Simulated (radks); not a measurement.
Question: These are the eigenvalues of the occupied orbitals of an atom or ion with whole-number occupations (eV). Calculated with a radial shooting solver on a logarithmic mesh with Libxc functionals: scalar-relativistic Kohn-Sham, r2SCAN, spin-unpolarised, spherical densities, finite nucleus; meta-GGA in the generalised Kohn-Sham scheme; Fermi nuclear charge, rms radius of each element as measured or else 0.836 A^(1/3) + 0.57 fm.

orbital  eigenvalue
1s        -9249.252
2s        -1445.439
2p        -1297.840
3s        -434.3367
3p        -387.7459

Which element is it, and in what charge state? The configuration may be excited.

Answer: Z = 29, copper, charge +12: Cu12+ in [Ne] 3s2 3p5. The list shows which subshells hold electrons but not how many an open one holds; the 1s level, -339.9 hartree, gives Z - s = 26.1 by -(Z - s)^2/2, which with screening and relativity narrows Z to a few neighbours, and the depths of the outer levels then fix element, charge and occupations together.
